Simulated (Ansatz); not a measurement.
Basis sets compared for BMe2(CCH) (C4H7B). Total charge 0; singlet. Geometry PBE0-D4/def2-SVP. Ansatz on 4 threads of Arm Neoverse V1 on a shared host; times are rough, and most runs start from earlier orbitals.

```
atom   x (Å)   y (Å)   z (Å)
  B1   0.022   0.066  -0.002
  C2  -0.716   1.089  -0.936
  H3  -0.224   0.996  -1.924
  H4  -0.590   2.137  -0.624
  H5  -1.780   0.866  -1.100
  C6   1.246   0.494   0.883
  H7   0.816   0.774   1.866
  H8   1.768   1.386   0.506
  H9   1.965  -0.313   1.081
 C10  -0.464  -1.388   0.047
 C11  -0.850  -2.544   0.085
 H12  -1.191  -3.563   0.119
```

Binding counts from free atoms (B doublet, C triplet, H doublet) in the same basis, without a counterpoise term.

| level | functions | energy (Eh) | HOMO (eV) | LUMO (eV) | binding per atom (eV) | wall time |
| --- | --- | --- | --- | --- | --- | --- |
| PBE-D4/def2-SVP | 105 | -181.0491 | -6.39 | -2.25 | 4.47 | 0.96 s |
| PBE0-D4/def2-SVP | 105 | -181.0804 | -7.66 | -1.33 | 4.41 | 0.96 s |

Task: Estimate the rows for PBE-D4/def2-TZVP, PBE0-D4/def2-TZVP (with forces).

Result: 
| level | functions | energy (Eh) | HOMO (eV) | LUMO (eV) | binding per atom (eV) | wall time |
| --- | --- | --- | --- | --- | --- | --- |
| PBE-D4/def2-TZVP | 197 | -181.2484 | -6.52 | -2.38 | 4.44 | 1.6 s |
| PBE0-D4/def2-TZVP (with forces) | 197 | -181.2750 | -7.74 | -1.43 | 4.37 | 3.2 s |
